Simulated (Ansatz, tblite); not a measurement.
Isomers of Rb$_{3}$H$_{2}$⁺ (singlet), found by a short tight-binding search and relaxed with r2SCAN-D4/def2-TZVP in Ansatz.

In the def2 sets Rb takes a core potential; there is no spin–orbit coupling. The xTB rows come from tblite. Correlated methods freeze no core orbitals; core or outer-core shells of Rb are correlated, in sets that lack core-valence functions.

Other spin states were run for one of them alone.

A:

| atom | x (Å) | y (Å) | z (Å) |
| --- | --- | --- | --- |
| Rb1 | 1.695 | -2.878 | 1.541 |
| Rb2 | 0.128 | 0.244 | -2.342 |
| Rb3 | -1.153 | 1.462 | 1.425 |
| H4 | 0.475 | -0.859 | 0.429 |
| H5 | -1.145 | 2.030 | -1.052 |

B:

Cartesian coordinates in Å:
```
Rb -5.061 -0.673 -0.376
Rb 0.112 -0.532 -0.042
Rb 4.917 1.362 0.417
H 2.586 0.449 0.195
H -2.555 -0.606 -0.194
```

Problem. Estimate which lies lowest at each level, and how far above it the others are (eV).

Solution. 
| level | A | B |
| --- | --- | --- |
| GFN1-xTB | 0.00 | 0.26 |
| GFN2-xTB | 0.00 | 0.02 |
| HF/def2-TZVPP | 0.21 | 0.00 |
| PBE-D4/def2-TZVP | 0.14 | 0.00 |
| BLYP-D4/def2-TZVP | 0.16 | 0.00 |
| r2SCAN-D4/def2-TZVP | 0.15 | 0.00 |
| PBE0-D4/def2-TZVP | 0.15 | 0.00 |
| r2SCAN0-D4/def2-TZVP | 0.15 | 0.00 |
| MP2/def2-TZVPP | 0.17 | 0.00 |
| CCSD/def2-TZVPP | 0.18 | 0.00 |
| CCSD(T)/def2-TZVPP | 0.17 | 0.00 |
Point groups (tolerance 0.1 Å): A not assigned, B C2v. Lower isomers may exist.
